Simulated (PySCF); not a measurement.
Isomers of CH6OSi. All species are isolated molecules in the gas phase. One relaxed conformer stands for each flexible species; it need not be the lowest. Strings in code marks are SMILES.

The S1–T1 gap (TDA) from two functionals at the same geometries (PBE0-D3(BJ)/def2-TZVP), both in PySCF: PBE-D3(BJ)/def2-TZVP and ωB97X-D3(BJ)/def2-TZVP. Excitations are Tamm–Dancoff values on a coarser integration grid. The basis has no diffuse functions, so Rydberg states are missing or too high.

```csv
species,PBE-D3(BJ)/def2-TZVP (eV)
`[SiH3]OC`,0.27
`O[SiH2]C` (C–Si–O–H torsion 69°),0.31
`C(O)[SiH3]` (H–O–C–Si torsion 59°),0.32
```

Task: What does ωB97X-D3(BJ)/def2-TZVP give for each?

Result: 
- `[SiH3]OC`: 0.33
- `O[SiH2]C` (C–Si–O–H torsion 69°): 0.37
- `C(O)[SiH3]` (H–O–C–Si torsion 59°): 0.43
Over these rows, drawn at random from the members with no instability flagged (it was tested for open shells, ions and some series alone), PBE minus ωB97X-D3(BJ): mean -0.08 eV, from -0.11 eV to -0.06 eV.
